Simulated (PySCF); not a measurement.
**How methods differ on the fine-structure interval of Te⁴³⁺**

Te⁴³⁺ [He] 2s2 2p5 [2p1/2^2 2p3/2^3, M_J = 3/2] → Te⁴³⁺ [He] 2s2 2p5 [2p1/2^1 2p3/2^4, M_J = 1/2], as a difference of total energies. All numbers are calculated (PySCF 2.14, the two-component X2C-1e Hamiltonian, in an even-tempered Gaussian basis (17 s from 22 bohr⁻², ratio 2.4; 12 p from 29 bohr⁻², ratio 2.4; 5 d from 100 bohr⁻², ratio 2.6; 4 f from 160 bohr⁻², ratio 2.6)). Correlated levels: nothing frozen; the 30 highest virtual spinors dropped. "Screened" scales the spin-orbit matrix elements by Boettger's factors to mimic the two-electron term; Breit and QED terms are absent.

| method | fine-structure interval (cm⁻¹) |
| --- | --- |
| GHF (screened spin-orbit) | 2320700 |
| GMP2 (screened spin-orbit) | 2321700 |
| GHF (bare spin-orbit) | 2418200 |
